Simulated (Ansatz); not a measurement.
Consider the formal exchange of groups at a B–N bond: `BNC(O)F` + `C=C(C)CC` → `BC(=C)CC` + `CNC(O)F`.

Calculated with Ansatz (gas phase, PBE0-D4/def2-TZVP geometries, no zero-point term in ΔE). CBS: MP2 limit from def2 TZ/QZ plus the TZ coupled-cluster correction, frozen cores. Functionals use def2-TZVPP. Each species was taken in one conformer, which may not be the lowest.

`BNC(O)F`:

Cartesian coordinates in Å:
```
B 0.798 -0.600 1.290
N 0.241 -0.515 0.020
C -0.216 0.679 -0.607
O -1.577 0.783 -0.725
F 0.347 0.726 -1.868
H 1.132 -1.670 1.701
H 0.924 0.404 1.927
H 0.152 -1.335 -0.565
H 0.125 1.547 -0.044
H -1.926 -0.019 -1.128
```

`C=C(C)CC`:

Cartesian coordinates in Å:
```
C -1.670 0.052 0.969
C -0.672 0.210 0.105
C -0.282 1.559 -0.412
C 0.118 -0.961 -0.405
C 1.591 -0.927 -0.009
H -1.949 -0.930 1.336
H -2.242 0.898 1.336
H -0.945 2.339 -0.035
H 0.741 1.817 -0.122
H -0.311 1.579 -1.507
H -0.337 -1.885 -0.038
H 0.046 -0.987 -1.500
H 1.700 -0.894 1.078
H 2.110 -1.815 -0.374
H 2.102 -0.055 -0.423
```

`BC(=C)CC`:

Cartesian coordinates in Å:
```
B -0.475 1.761 0.021
C -0.106 0.383 0.602
C -0.647 0.043 1.782
C 0.839 -0.542 -0.116
C 0.242 -1.073 -1.414
H 0.031 2.172 -0.985
H -1.270 2.447 0.595
H -0.412 -0.895 2.282
H -1.341 0.705 2.289
H 1.762 0.001 -0.347
H 1.118 -1.378 0.534
H -0.658 -1.661 -1.217
H 0.954 -1.709 -1.945
H -0.036 -0.252 -2.081
```

`CNC(O)F`:

Z-matrix (Å, degrees):
```
C
N 1 1.455
H 1 1.091 2 108.9
H 1 1.095 2 113.4 3 121.6
H 1 1.090 2 109.4 3 -117.9
C 2 1.410 1 116.3 3 172.1
H 2 1.010 1 111.9 3 -59.8
F 6 1.383 2 113.2 1 50.9
O 6 1.383 2 111.9 1 -66.7
H 6 1.098 2 109.0 1 168.4
H 9 0.962 6 106.7 2 -41.4
```

```tsv
level	ΔE (kJ/mol)	difference from CCSD(T)/CBS
PBE-D4	164.5	1.4
PBE0-D4	164.1	1.0
ωB97M-V	164.7	1.6
PBE	164.6	1.5
MP2/def2-TZVPP	166.3	3.2
SCS-MP2/def2-TZVPP	162.7	-0.4
CCSD(T)/def2-TZVPP	163.7	0.6
SCS-MP2/def2-QZVPP	162.5	-0.6
MP2/CBS(def2)	165.7	2.6
CCSD/CBS(def2)	162.6	-0.5
CCSD(T)/CBS	163.1	0
```

Largest T1 diagnostic among the species: 0.013.

In def2-TZVPP, CCSD(T) changes the Hartree–Fock value by +7.5 kJ/mol (the triples alone add +0.5 kJ/mol) and MP2 by +10.1 kJ/mol.
